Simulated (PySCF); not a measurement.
PySCF job for C2H4N2OSi, SMILES C1C=N[SiH](N=1)O, PBE0/pcSseg-1. Coordinates come from a r2SCAN-D4/def2-SVP optimisation. The structure was generated by enumeration, and PubChem lists no compound with its InChIKey, so it may never have been made. The values are those of a single conformer.

```python
import numpy as np
from pyscf import gto, scf, dft
from pyscf.prop.nmr import rks as nmr

mol = gto.M(
    atom='''
    O     2.07046339    0.50554372    0.00000000
    Si    0.70295105   -0.41361968   -0.00000000
    N    -0.43411286   -0.07153755    1.34792133
    C    -1.54149583    0.19044907    0.76638150
    C    -1.54149584    0.19044907   -0.76638150
    N    -0.43411285   -0.07153754   -1.34792133
    H     1.97524038    1.46523526    0.00000000
    H     1.13572536   -1.82649142    0.00000000
    H    -2.47022879    0.41185936    1.32603343
    H    -2.47022879    0.41185935   -1.32603344
    ''',
    basis='pcSseg-1',
    charge=0,
    spin=0,
    max_memory=1600,
    verbose=3,
)
mf = dft.RKS(mol, xc='pbe0')
mf.grids.level = 3
mf.conv_tol = 1e-10
mf.max_cycle = 100
mf.kernel()
n = nmr.NMR(mf)
n.verbose = 2
n.max_cycle_cphf = 60
sigma = n.kernel()
print('atom   isotropic/ppm   span/ppm')
for i, s in enumerate(sigma):
    w = np.linalg.eigvalsh((s + s.T) / 2)
    print(f'{mol.atom_symbol(i):2s}{i + 1:3d} {w.mean():14.3f} {w[2] - w[0]:11.3f}')
```

Log of the run:

```
converged SCF energy = -552.415705448027
atom   isotropic/ppm   span/ppm
O   1        298.740      51.090
Si  2        345.595     150.997
N   3       -158.392     829.927
C   4          7.902     209.902
C   5          7.902     209.902
N   6       -158.392     829.927
H   7         29.539      20.967
H   8         26.215       7.881
H   9         22.867       3.004
H  10         22.867       3.004
```

The run converged.
